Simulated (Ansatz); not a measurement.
Geometry optimisation, RKS BLYP-D4/def2-SVP (Ansatz).

Input:

```yaml
crystal:
  periodic: [false, false, false]
  atoms:
    - { symbol: O, position_ang: [-0.94725, 1.36206, 0.53981] }
    - { symbol: Zr, position_ang: [0.23422, 0.41025, -0.51789] }
    - { symbol: O, position_ang: [1.66897, -0.26861, 0.42977] }
    - { symbol: S, position_ang: [-1.02825, -1.65862, -0.90329] }
    - { symbol: Cl, position_ang: [0.64318, 1.20514, -2.61486] }
    - { symbol: H, position_ang: [-1.21045, 1.58659, 1.43751] }
    - { symbol: H, position_ang: [2.40537, -0.88598, 0.37041] }
    - { symbol: H, position_ang: [-1.26209, -1.88712, 0.39834] }
basis:
  gaussian: { orbitals: def2-SVP }
hamiltonian:
  xc: blyp
  dispersion: d4
relax:
  f_tol: 0.015
  max_steps: 40
```

Run as:

```bash
$ ansatz run input.yaml --threads 2 --pin off --max-ram 3072MiB --backend cpu --events-out ev --progress --plain --runs-dir out
```

**Question.** Where does it end, and by what steps?

**Answer.** The run converged. The force dipped under the threshold on the way, but the program's further checks kept it going. After 21 steps the energy has fallen by 0.603 eV; H8 moved furthest, 1.37 Å.

| step | energy less start (eV) | largest force component (eV/Å) | accepted |
| --- | --- | --- | --- |
| 0 | 0.0000 | 2.155 | yes |
| 1 | -0.4565 | 0.602 | yes |
| 2 | -0.4864 | 0.318 | yes |
| 3 | -0.4989 | 0.314 | yes |
| 4 | -0.5269 | 0.248 | yes |
| 5 | -0.5389 | 0.308 | yes |
| 6 | -0.5525 | 0.058 | yes |
| 7 | -0.5547 | 0.127 | yes |
| 8 | -0.5533 | 0.403 | no |
| 9 | -0.5580 | 0.095 | yes |
| 10 | -0.5625 | 0.171 | yes |
| 11 | -0.5630 | 0.448 | yes |
| 12 | -0.5849 | 0.093 | yes |
| 13 | -0.5959 | 0.027 | yes |
| 14 | -0.5757 | 0.869 | no |
| 15 | -0.5995 | 0.070 | yes |
| 16 | -0.5987 | 0.267 | no |
| 17 | -0.6013 | 0.043 | yes |
| 18 | -0.6021 | 0.076 | yes |
| 19 | -0.6015 | 0.124 | no |
| 20 | -0.6026 | 0.012 | yes |
| 21 | -0.6026 | 0.009 | yes |

```xyz
8
Properties=species:S:1:pos:R:3
O -0.766 1.208 0.832
Zr 0.236 0.082 -0.365
O 2.022 -0.336 0.207
S -0.904 -2.117 -0.505
Cl 0.270 1.130 -2.517
H -1.135 1.806 1.499
H 2.915 -0.384 0.582
H -2.134 -1.525 -0.592
```

Whether the end is a true minimum wasn't checked by a vibrational analysis.

The run took 64 s on 2 threads of Arm Neoverse V1, on a shared host, peak memory 0.16 GiB.
